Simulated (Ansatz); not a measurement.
C2H5Si2, SMILES `[SiH2]C#C[SiH3]` radical. The species carries charge 0 and has multiplicity 2.

| atom | x (Å) | y (Å) | z (Å) |
| --- | --- | --- | --- |
| Si1 | 1.298 | 2.285 | 0.717 |
| C2 | 0.440 | 0.773 | 0.244 |
| C3 | -0.150 | -0.206 | -0.179 |
| Si4 | -1.031 | -1.682 | -0.789 |
| H5 | 0.544 | 3.043 | 1.745 |
| H6 | 2.701 | 2.016 | 1.118 |
| H7 | -1.200 | -2.649 | 0.324 |
| H8 | -2.362 | -1.275 | -1.304 |
| H9 | -0.240 | -2.306 | -1.877 |

**Question.** List the harmonic frequencies (cm⁻¹, unscaled) at PBE0-D4/def2-TZVP in Ansatz. (Best estimate.)

**Answer.** Computed: 12i, 108, 111, 308, 328, 426, 607, 669, 673, 685, 833, 906, 929, 939, 940, 2176, 2223, 2241, 2244, 2246, 2250.
